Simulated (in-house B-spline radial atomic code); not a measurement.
Removing one electron from Lu LXVI (Lu65+)

Closed shell [He] 2s2 (2p1/2)2. Computed with an all-electron radial atomic-structure program (B-spline basis): Koopmans values of Dirac-Hartree-Fock plus a diagonal self-energy, in second order or with its direct term screened (direct RPA, with the hole-particle interaction, or full time-dependent Hartree-Fock), linearised in energy; no-pair Dirac-Coulomb Hamiltonian, finite nucleus. Shifts add to the Koopmans value (the ΔSCF shift is orbital relaxation alone); the final value takes TDHF screening with Breit and QED.

The shells are closed in jj coupling only; the real ground state mixes other jj configurations.

Command:
```bash
python run_mb.py task.json out
```
Settings (nuclear radius in fm, box in bohr, cutoff in hartree; a minus after a letter marks j = l - 1/2):
```
basis_form          2
Z                   71
core_configuration  [He] 2s2 2p-2
rms_radius          5.37
mass_number         175
speed_of_light      137.036
box_radius          2.119
lmax                7
intervals           55
virtual_cutoff      20164.0
```

Run time, properties included: 1 s on 1 thread of Intel(R) Xeon(R) 6975P-C, on a shared host.

Energies in eV:

```json
{"subshell": "2p1/2", "Koopmans": "16766.25", "ΔSCF shift": "-1.610", "second order": "?", "direct RPA": "?", "hole-particle": "?", "TDHF": "?", "Breit + QED": "?", "final": "?"}
{"subshell": "2s1/2", "Koopmans": "17019.37", "ΔSCF shift": "-1.074", "second order": "-0.850", "direct RPA": "-0.732", "hole-particle": "-1.185", "TDHF": "-1.192", "Breit + QED": "-33.935", "final": "16984.24"}
```

Problem. What does the self-energy do to 2p1/2?

Solution. It shifts the removal energy by 0.559 eV in second order, 0.781 with direct RPA, 0.448 with the hole-particle term and 0.415 with TDHF screening (quasi-particle weight 0.999); Breit and QED add -35.188 eV. The final value is 16731.48 eV, against 16730 ± 30 eV (NIST, tabulated theory).
